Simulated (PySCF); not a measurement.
**NMR data sheet: C3H13NSi2**

```
Formula                               : C3H13NSi2
SMILES                                : CN(C)[SiH2]C[SiH3]
Point group of the computed structure : C1
Degrees of unsaturation               : 0
Carbon signals                        : 2
Proton signals                        : 4
```

Structure with atom numbers: `[CH3:1][N:2]([CH3:3])[SiH2:4][CH2:5][SiH3:6]` (H(Xn): hydrogen on atom n).

- geometry: GFN2-xTB
- PBE0/pcSseg-1 with gauge-including orbitals
- code: PySCF
- fast rotation and ring inversion assumed for equivalent nuclei, relativity neglected, isolated molecule, single conformer

Chemical shifts δ = σref − σ; TMS for ¹H and ¹³C and ²⁹Si; NH3 for ¹⁵N, all at this level.

```tsv
carbon	δC, type	δH (multiplicity)	HMBC from (2–3 bonds)	span of the C tensor (ppm)
C1/C3	40.8, CH3	2.57 (s)	H(Si4), H(C1)/H(C3)	63
C5	-9.6, CH2	0.06 (m)	H(Si4), H(Si6)	15
```

Other nuclei:
| atoms | nucleus | environment | δ (ppm) | σ (ppm) |
| --- | --- | --- | --- | --- |
| H(Si4) | ¹H | hydrogen on a silicon bonded to C, N | 4.70 | 27.02 |
| H(Si6) | ¹H | hydrogen on a silicon bonded to C | 3.95 | 27.77 |
| Si4 | ²⁹Si | silicon bonded to C, N, 2 H | -26.0 | 375.1 |
| Si6 | ²⁹Si | silicon bonded to C, 3 H | -78.5 | 427.6 |
| N2 | ¹⁵N | nitrogen bonded to 2 C, Si | 17.3 | 250.5 |

- Carbon types of the structure: 1 × CH2, 2 × CH3, leaving 5 H on heteroatoms.
- δC 40.8: methyl carbon bonded to N; pulled downfield by the heteroatom.
- δC -9.6: sp3 CH2 bonded to 2 Si; an electropositive neighbour leaves it electron-rich and shielded.
- δH 3.95: hydrogen on a silicon bonded to C.
- δH 2.57: hydrogen on a methyl carbon bonded to N; its carbon carries N, an electronegative neighbour.
- δH 0.06: hydrogen on an sp3 CH2 bonded to 2 Si; an electropositive neighbour shields it, as in TMS itself.

Shifts are as computed. Against solution values, carbons near 30 ppm lie about +3 ppm off and those near 130 ppm about +5 ppm. Of 1211 compounds with measured shifts, 218 miss one by over three times the rms of a fit or turn the order of signals round; such compounds aren't used in these exercises. Experimental scales use liquid or dissolved standards, which lie at an offset from isolated NH3 (liquid NH3: subtract about 20 ppm). Multiplicities follow the n + 1 count of equivalent neighbours, as no J values were calculated; m marks all less simple cases, F and P coupling included.
